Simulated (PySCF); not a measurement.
C2H10OSi3, SMILES [Si@@H]1([SiH3])[SiH2][C@@H](C1)O.

The structure is a stationary point at PBE-D3(BJ)/def2-SVP. The structure was generated by enumeration; whether it is a known compound was not checked. One conformer was computed; it need not be the lowest.

The numbers are results of PBE/def2-TZVP (PySCF), not measurements.

The molecule is in vacuum.

Computed frontier levels, gap, dipole moment:
| Property | Value |
|---|---|
| highest occupied level | -6.09 eV |
| lowest empty level | -1.30 eV |
| orbital gap | 4.79 eV |
| dipole moment | 1.84 D |
| quadrupole, principal values (traceless, Buckingham form, about the centre of nuclear charge) | -4.47, -2.26, 6.73 D·Å |
